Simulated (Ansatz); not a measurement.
BiH2(SiH3) (SiBiH5). Total charge 0; singlet. Geometry PBE-D4/def2-TZVP, basis def2-TZVP, Ansatz.

```json
{"run": "A", "HOMO (eV)": "-9.64", "LUMO (eV)": "1.29"}
{"run": "B", "HOMO (eV)": "-9.30", "LUMO (eV)": "2.04"}
{"run": "C", "HOMO (eV)": "-6.59", "LUMO (eV)": "-1.04"}
{"run": "D", "HOMO (eV)": "-8.44", "LUMO (eV)": "0.24"}
{"run": "E", "HOMO (eV)": "-6.37", "LUMO (eV)": "-1.32"}
{"run": "F", "HOMO (eV)": "-7.30", "LUMO (eV)": "-0.61"}
```

In the def2 sets Bi takes a core potential; there is no spin–orbit coupling. LC-ωPBE has ω = 0.4 bohr⁻¹.

The runs used CAM-B3LYP, HF, LC-ωPBE, PBE, PBE0, r2SCAN. Estimate which is which.

A LC-ωPBE (range-separated); B HF (100 % exact exchange); C r2SCAN (0 % exact exchange); D CAM-B3LYP (range-separated); E PBE (0 % exact exchange); F PBE0 (25 % exact exchange). Exact exchange lowers occupied and raises empty levels; among semilocal functionals meta-GGAs tend to open the gap a little, and such runs are hard to tell apart. The gap grows from 5.04 eV (PBE) to 11.34 eV (HF).
